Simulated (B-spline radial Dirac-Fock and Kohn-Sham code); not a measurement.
## C⁴⁺ 1s: cross section and angular parameters

System: carbon as C⁴⁺, 1s2; threshold 385.5 eV (orbital energy of the model). Calculated with a radial finite-basis atomic code, using Dirac-Hartree-Slater photoionisation with a Latter tail; cross sections with all multipoles, angular parameters from the dipole term and its interference with E2.

```tsv
hν (eV)	σ (kb)	β	γ
435	358	2.000	0.152
587	166	2.000	0.309
600	157	2.000	0.319
800	73.3	2.000	0.443
867	59.0	2.000	0.479
1000	?	?	?
1140	27.8	2.000	0.600
1253.6	21.3	2.000	0.645
1260	21.0	2.000	0.648
1410	15.3	2.000	0.703
4760	0.411	2.000	1.531
5970	0.202	2.000	1.749
8047.8	0.0779	2.000	2.067
8580	0.0634	2.000	2.140
8890	0.0566	2.000	2.181
12000	0.0214	2.000	2.548
15000	0.0103	2.000	2.845
```

Problem. Give the values at 1000 eV.

Solution. σ = 39.9 kb, β = 2.000, γ = 0.542. For an s subshell δ is negligible.
